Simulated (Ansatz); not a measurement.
Ansatz (a quantum-chemistry and plane-wave program) input (PBE/6-31G* with LANL2DZ past Ar): The .json file joins the Basis Set Exchange's 6-31G* for atoms up to Ar and LANL2DZ past it.

Ansatz 0.2 input:
```yaml
crystal:
  periodic: [false, false, false]
  atoms:
    - {symbol: Zn, position_ang: [-0.35261563, -0.22042882, -0.28313080]}
    - {symbol: C, position_ang: [1.09707615, 0.68580963, 0.88089131]}
    - {symbol: H, position_ang: [1.62254981, -0.09468543, 1.42965800]}
    - {symbol: H, position_ang: [0.59808928, 1.37333936, 1.56262069]}
    - {symbol: H, position_ang: [1.77537304, 1.21935279, 0.21629743]}
basis:
  gaussian:
    orbitals: 6-31Gs+LANL2DZ.json
hamiltonian:
  xc: {name: PBE}
magnetization: {spin_polarized: true, initial_magnetization: 1}
relax: {f_tol: 0.003, max_steps: 120}
```

From the last part of the output:

```
mean field -2876.44441703 eV, -105.7073826018 hartree, gradient 3.0e-5 eV, S^2 0.753201; 0 other end points of the search recorded, 0 dependent functions left out
the calculation of the forces begins
reference -2876.44446086 eV, -105.7073842125 hartree; 11, 10 occupied and 28, 29 virtual orbitals, 496 factors
relax step   1: F+E_penalty+E_count = -2876.44441703 eV  Δ(F+E_penalty+E_count) = +0.000e0 eV  max|allowed force component| = 3.016e-1 eV/Å  Δτ_max = 0.0000 Å  (26 SCF iters, accepted)
these checks for a lower state are left out or cut short: starts, cluster_reference, orbital_swaps, neighbouring_geometries, increment
integrals: 0.01 GiB planned
496 factors; integrals over basis functions are off by at most 4.0e-4 eV
mean field: 0.10 GiB planned
mean field -2876.46119388 eV, -105.7079991397 hartree, gradient 3.6e-5 eV, S^2 0.753343; 0 other end points of the search recorded, 0 dependent functions left out
the calculation of the forces begins
reference -2876.46123733 eV, -105.7080007365 hartree; 11, 10 occupied and 28, 29 virtual orbitals, 496 factors
relax step   2: F+E_penalty+E_count = -2876.46119388 eV  Δ(F+E_penalty+E_count) = -1.678e-2 eV  max|allowed force component| = 1.119e-1 eV/Å  Δτ_max = 0.0320 Å  (26 SCF iters, accepted)
these checks for a lower state are left out or cut short: starts, cluster_reference, orbital_swaps, neighbouring_geometries, increment
integrals: 0.01 GiB planned
496 factors; integrals over basis functions are off by at most 4.1e-4 eV
mean field: 0.10 GiB planned
mean field -2876.46348133 eV, -105.7080832018 hartree, gradient 3.5e-5 eV, S^2 0.753469; 0 other end points of the search recorded, 0 dependent functions left out
the calculation of the forces begins
reference -2876.46352448 eV, -105.7080847877 hartree; 11, 10 occupied and 28, 29 virtual orbitals, 496 factors
relax step   3: F+E_penalty+E_count = -2876.46348133 eV  Δ(F+E_penalty+E_count) = -2.287e-3 eV  max|allowed force component| = 3.898e-2 eV/Å  Δτ_max = 0.0152 Å  (26 SCF iters, accepted)
these checks for a lower state are left out or cut short: starts, cluster_reference, orbital_swaps, neighbouring_geometries, increment
integrals: 0.01 GiB planned
496 factors; integrals over basis functions are off by at most 4.1e-4 eV
mean field: 0.10 GiB planned
mean field evaluation 32: about -2876.4634 eV, gradient 7.9e-6 eV
mean field -2876.46341421 eV, -105.7080807352 hartree, gradient 3.5e-5 eV, S^2 0.753582; 0 other end points of the search recorded, 0 dependent functions left out
the calculation of the forces begins
reference -2876.46345715 eV, -105.7080823134 hartree; 11, 10 occupied and 28, 29 virtual orbitals, 496 factors
relax step   4: F+E_penalty+E_count = -2876.46341421 eV  Δ(F+E_penalty+E_count) = +6.712e-5 eV  max|allowed force component| = 5.319e-2 eV/Å  Δτ_max = 0.0073 Å  (26 SCF iters, rejected (line search))
these checks for a lower state are left out or cut short: starts, cluster_reference, orbital_swaps, neighbouring_geometries, increment
integrals: 0.01 GiB planned
496 factors; integrals over basis functions are off by at most 4.1e-4 eV
mean field: 0.10 GiB planned
mean field -2876.46359753 eV, -105.7080874721 hartree, gradient 2.0e-5 eV, S^2 0.753522; 0 other end points of the search recorded, 0 dependent functions left out
the calculation of the forces begins
reference -2876.46364058 eV, -105.7080890543 hartree; 11, 10 occupied and 28, 29 virtual orbitals, 496 factors
relax step   5: F+E_penalty+E_count = -2876.46359753 eV  Δ(F+E_penalty+E_count) = -1.162e-4 eV  max|allowed force component| = 3.386e-4 eV/Å  Δτ_max = 0.0031 Å  (23 SCF iters, accepted)
integrals: 0.01 GiB planned
496 factors; integrals over basis functions are off by at most 4.1e-4 eV
mean field: 0.10 GiB planned
mean field -2876.46359753 eV, -105.7080874721 hartree, gradient 2.0e-5 eV, S^2 0.753522; 1 other end points of the search recorded, 0 dependent functions left out
the calculation of the forces begins
reference -2876.46364058 eV, -105.7080890543 hartree; 11, 10 occupied and 28, 29 virtual orbitals, 496 factors
Total energy: -2876.46364058 eV, -105.7080890543 hartree
Atom 0 at    -0.387035    -0.241949    -0.310767 Å, force    -0.000191    -0.000119    -0.000153 eV/Å
Atom 1 at     1.097549     0.686107     0.881270 Å, force     0.000339     0.000216     0.000271 eV/Å
Atom 2 at     1.636103    -0.094766     1.441518 Å, force    -0.000072     0.000042    -0.000068 eV/Å
Atom 3 at     0.603746     1.384585     1.575511 Å, force     0.000010    -0.000076    -0.000080 eV/Å
Atom 4 at     1.790110     1.229410     0.218804 Å, force    -0.000086    -0.000063     0.000030 eV/Å
Dipole moment:     0.033219     0.020766     0.026673 e Å
```
